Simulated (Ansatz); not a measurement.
FHSi (SMILES F[SiH]): geometry of the low-spin state from B3LYP-D3(BJ)/def2-TZVP.
(charge 0, multiplicity 1):
```tsv
atom	x (Å)	y (Å)	z (Å)
F	0.8441	-0.5754	0.0000
Si	-0.4348	0.4186	0.0000
H	-1.5091	-0.6821	0.0000
```
The high-spin state stands at its own minimum; R- takes a restricted low-spin state.

Codes used: Ansatz (Gaussian basis) for Hartree–Fock, density functionals and correlated methods. Each number belongs to the level named beside it.

The gap E(multiplicity 1) − E(multiplicity 3) (kcal/mol) and the share of exact exchange:

```json
[
 {"functional": "R-PBE/def2-TZVPP", "exact exchange (%)": "0", "value": "-34.19"},
 {"functional": "R-PBE0/def2-TZVPP", "exact exchange (%)": "25", "value": "-32.94"},
 {"functional": "R-B3LYP/def2-TZVPP", "exact exchange (%)": "20", "value": "-38.22"},
 {"functional": "R-BHLYP/def2-TZVPP", "exact exchange (%)": "50", "value": "-36.97"},
 {"functional": "R-r2SCAN/def2-TZVPP", "exact exchange (%)": "0", "value": "-28.72"}
]
```

Question: Take the value as linear in the share of exact exchange along PBE and PBE0. Give the slope, say whether the sign turns, and set the other functionals against that line.

Answer: 
Slope: (-32.94 − (-34.19))/2.5 = 0.50 kcal/mol for each 10 %. The line keeps its sign from 0 to 100 %. At 50 % it gives -31.7 kcal/mol. From B3LYP to BHLYP the slope is (-36.97 − (-38.22))/3 = 0.42 for each 10 %. BHLYP, at 50 %, lies -5.3 from the PBE line. B3LYP, at 20 %, lies -5.0 from the PBE line. r2SCAN, with none, stands 5.5 from PBE.

Ansatz is a first-principles code.
